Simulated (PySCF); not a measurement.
Si(OSiH3)(H)2(Me) (CH₈OSi₂), SMILES C[SiH2]O[SiH3].

Coordinates come from a PBE0-D3(BJ)/def2-SVP optimisation. Other conformers were not sampled.

All values below come from TDA-LC-ωPBE/def2-SVPD run with PySCF.

Vertical excitations. Gas-phase values at a fixed geometry.

Computed excitation energies, oscillator strengths and character:
```json
[
 {"state": "S1", "energy (eV)": "7.74", "λ (nm)": "160", "f": "0.002", "main pairs": "HOMO→LUMO 72 %, HOMO→LUMO+1 13 %"},
 {"state": "S2", "energy (eV)": "7.96", "λ (nm)": "156", "f": "0.000", "main pairs": "HOMO−1→LUMO 67 %, HOMO−1→LUMO+1 12 %"},
 {"state": "S3", "energy (eV)": "8.58", "λ (nm)": "144", "f": "0.000", "main pairs": "HOMO−3→LUMO 35 %, HOMO→LUMO+6 16 %, HOMO→LUMO+2 16 %, HOMO−3→LUMO+1 14 %"},
 {"state": "S4", "energy (eV)": "8.77", "λ (nm)": "141", "f": "0.032", "main pairs": "HOMO→LUMO+3 29 %, HOMO→LUMO+2 21 %, HOMO→LUMO+4 19 %, HOMO→LUMO+1 5 %"},
 {"state": "S5", "energy (eV)": "8.79", "λ (nm)": "141", "f": "0.031", "main pairs": "HOMO−2→LUMO 36 %, HOMO−1→LUMO+6 21 %, HOMO−2→LUMO+1 14 %, HOMO−1→LUMO+2 9 %"},
 {"state": "S6", "energy (eV)": "9.04", "λ (nm)": "137", "f": "0.146", "main pairs": "HOMO→LUMO+1 48 %, HOMO→LUMO+3 14 %, HOMO→LUMO 13 %, HOMO−3→LUMO+2 11 %"},
 {"state": "S7", "energy (eV)": "9.08", "λ (nm)": "136", "f": "0.114", "main pairs": "HOMO−1→LUMO+1 30 %, HOMO−1→LUMO+2 28 %, HOMO−2→LUMO+2 12 %, HOMO−1→LUMO 12 %"},
 {"state": "S8", "energy (eV)": "9.25", "λ (nm)": "134", "f": "0.014", "main pairs": "HOMO→LUMO+2 18 %, HOMO−1→LUMO+5 14 %, HOMO→LUMO+6 10 %, HOMO−2→LUMO+5 9 %"},
 {"state": "S9", "energy (eV)": "9.30", "λ (nm)": "133", "f": "0.235", "main pairs": "HOMO−1→LUMO+2 27 %, HOMO−1→LUMO+1 26 %, HOMO−2→LUMO+1 13 %, HOMO−2→LUMO+2 7 %"},
 {"state": "S10", "energy (eV)": "9.42", "λ (nm)": "132", "f": "0.001", "main pairs": "HOMO→LUMO+3 23 %, HOMO−3→LUMO 12 %, HOMO−3→LUMO+3 12 %, HOMO−1→LUMO+5 10 %"},
 {"state": "T1", "energy (eV)": "7.23", "λ (nm)": "172", "f": "0", "main pairs": "HOMO→LUMO 64 %, HOMO→LUMO+1 14 %"},
 {"state": "T2", "energy (eV)": "7.44", "λ (nm)": "167", "f": "0", "main pairs": "HOMO−1→LUMO 57 %, HOMO−1→LUMO+1 13 %, HOMO−2→LUMO 11 %"},
 {"state": "T3", "energy (eV)": "7.92", "λ (nm)": "157", "f": "0", "main pairs": "HOMO−3→LUMO 37 %, HOMO→LUMO+6 20 %, HOMO−3→LUMO+1 12 %, HOMO→LUMO+2 7 %"},
 {"state": "T4", "energy (eV)": "8.18", "λ (nm)": "152", "f": "0", "main pairs": "HOMO−2→LUMO 30 %, HOMO−1→LUMO+6 19 %, HOMO−2→LUMO+1 11 %, HOMO−1→LUMO+2 9 %"}
]
```
Triplets are in the Tamm–Dancoff approximation.
